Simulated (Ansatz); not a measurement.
Consider the ligand exchange at the Si–N bond: `C=C[SiH2][NH][GeH3]` + `[SiH3]S` → `C=C[SiH2]S[SiH3]` + `[NH2][GeH3]`.

Program: Ansatz. Geometries: PBE0-D4/def2-TZVP. ΔE: electronic, gas phase. CCSD(T)/CBS is the MP2 limit (def2-TZVPP, def2-QZVPP) plus CCSD(T) − MP2 in def2-TZVPP, frozen cores. Functionals use def2-TZVPP. B3LYP here is the variant with VWN-RPA as its local correlation; programs differ in this. For Ge outer-core shells are correlated without core-valence functions, which leaves a few kJ/mol of doubt a bond. Scalar relativity is left out up to krypton. Each species was taken in one conformer, which may not be the lowest.

`C=C[SiH2][NH][GeH3]`:

Cartesian coordinates in Å:
```
C -1.084 1.821 -2.103
C -1.196 1.124 -0.975
Si -0.142 -0.366 -0.622
N 0.772 -0.166 0.820
Ge 1.087 -1.402 2.142
H -1.697 2.693 -2.314
H -0.368 1.543 -2.872
H -1.927 1.449 -0.236
H 0.693 -0.569 -1.844
H -0.970 -1.584 -0.404
H 1.338 0.668 0.886
H -0.068 -2.410 2.097
H 1.132 -0.668 3.494
H 2.429 -2.133 1.931
```

`[SiH3]S`:

```xyz
6

Si   -0.099   -0.442   -0.270
S    -0.360    1.023    1.264
H    -0.294    0.140   -1.622
H    -1.141   -1.462   -0.004
H     1.248   -1.065   -0.208
H     0.645    1.807    0.841
```

`C=C[SiH2]S[SiH3]`:

Z-matrix (Å, degrees):
```
Si
C 1 1.854
S 1 2.142 2 111.4
H 1 1.486 2 107.9 3 -121.6
H 1 1.485 2 112.1 3 116.7
C 2 1.331 1 122.1 3 117.1
H 2 1.089 1 119.1 3 -61.4
Si 3 2.137 1 97.8 2 -53.1
H 6 1.087 2 121.6 1 0.9
H 6 1.087 2 122.2 1 -179.2
H 8 1.484 3 111.7 1 80.0
H 8 1.484 3 106.4 1 -160.6
H 8 1.486 3 110.3 1 -41.4
```

`[NH2][GeH3]`:

Cartesian coordinates in Å:
```
N -0.736 0.276 -0.855
Ge 0.370 -0.328 0.489
H -1.395 0.981 -0.553
H -0.238 0.638 -1.657
H 1.263 -1.417 -0.125
H 1.273 0.761 1.117
H -0.536 -0.910 1.585
```

```json
{"level": "PBE-D4", "ΔE (kcal/mol)": "-4.5", "difference from CCSD(T)/CBS": "-2.6"}
{"level": "r2SCAN-D4", "ΔE (kcal/mol)": "-3.2", "difference from CCSD(T)/CBS": "-1.3"}
{"level": "PBE0-D4", "ΔE (kcal/mol)": "-3.8", "difference from CCSD(T)/CBS": "-1.9"}
{"level": "B3LYP-D4", "ΔE (kcal/mol)": "-1.9", "difference from CCSD(T)/CBS": "0.0"}
{"level": "ωB97X-V", "ΔE (kcal/mol)": "-1.8", "difference from CCSD(T)/CBS": "0.1"}
{"level": "ωB97M-V", "ΔE (kcal/mol)": "-1.9", "difference from CCSD(T)/CBS": "0.0"}
{"level": "B2PLYP", "ΔE (kcal/mol)": "-0.8", "difference from CCSD(T)/CBS": "1.1"}
{"level": "PBE", "ΔE (kcal/mol)": "-3.5", "difference from CCSD(T)/CBS": "-1.6"}
{"level": "B3LYP", "ΔE (kcal/mol)": "-0.4", "difference from CCSD(T)/CBS": "1.5"}
{"level": "MP2/def2-TZVPP", "ΔE (kcal/mol)": "-2.1", "difference from CCSD(T)/CBS": "-0.2"}
{"level": "SCS-MP2/def2-TZVPP", "ΔE (kcal/mol)": "-0.8", "difference from CCSD(T)/CBS": "1.1"}
{"level": "CCSD(T)/def2-TZVPP", "ΔE (kcal/mol)": "-1.0", "difference from CCSD(T)/CBS": "0.9"}
{"level": "MP2/def2-QZVPP", "ΔE (kcal/mol)": "-2.5", "difference from CCSD(T)/CBS": "-0.6"}
{"level": "SCS-MP2/def2-QZVPP", "ΔE (kcal/mol)": "-1.3", "difference from CCSD(T)/CBS": "0.6"}
{"level": "MP2/CBS(def2)", "ΔE (kcal/mol)": "-3.0", "difference from CCSD(T)/CBS": "-1.1"}
{"level": "CCSD/CBS(def2)", "ΔE (kcal/mol)": "-1.1", "difference from CCSD(T)/CBS": "0.8"}
{"level": "CCSD(T)/CBS", "ΔE (kcal/mol)": "-1.9", "difference from CCSD(T)/CBS": "0"}
```

Largest T1 diagnostic among the species: 0.012.

In def2-TZVPP, CCSD(T) changes the Hartree–Fock value by −2.8 kcal/mol (the triples alone add −0.8 kcal/mol) and MP2 by −3.9 kcal/mol. The D4 term adds −1.6 kcal/mol with B3LYP and −0.9 kcal/mol with PBE0; it sums over pairs of atoms, weighted by their polarisabilities, and B3LYP, whose exchange is more repulsive, gets the larger term.

CCSD(T)/CBS has its own doubt, a few kJ/mol and more with outer-core shells, so smaller differences from it don't rank the levels.
